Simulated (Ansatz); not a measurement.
`O[Si]([SiH3])([SiH3])Cl` + HCl → `O[Si]([SiH3])(Cl)Cl` + SiH₄  (cleavage of the Si–Si bond)

Gas-phase electronic energies from Ansatz, PBE0-D4/def2-TZVP geometries. CCSD(T)/CBS adds triple-zeta CCSD(T) − MP2 to the extrapolated MP2 energy (def2 sets, frozen cores). This one scheme is used for every species. Functionals use def2-TZVPP. One conformer a species, not always the lowest.

```json
{"level": "B97M-V", "ΔE (kJ/mol)": "-110.8"}
{"level": "PBE0", "ΔE (kJ/mol)": "-104.3"}
{"level": "BHLYP", "ΔE (kJ/mol)": "-120.7"}
{"level": "MP2/CBS(def2)", "ΔE (kJ/mol)": "-121.4"}
```

Q: What does CCSD(T)/CBS give? (An estimate is asked.)

A: Ansatz gave: -111.3 kJ/mol. The listed levels differ from it by 0.5, 7.0, -9.4, -10.1 kJ/mol.

Largest T1 diagnostic among the species: 0.013.

In def2-TZVPP, CCSD(T) changes the Hartree–Fock value by +19.7 kJ/mol (the triples alone add +1.7 kJ/mol) and MP2 by +9.6 kJ/mol. From PBE to PBE0 (25 % exact exchange), in def2-TZVPP and without D4, ΔE moves by −5.7 kJ/mol. Leaving LDA and LC-ωPBE aside and taking each functional with its dispersion term where it has one, the values, not all of them listed here, spread over 21.5 kJ/mol, from ωB97M-V to PBE-D4.
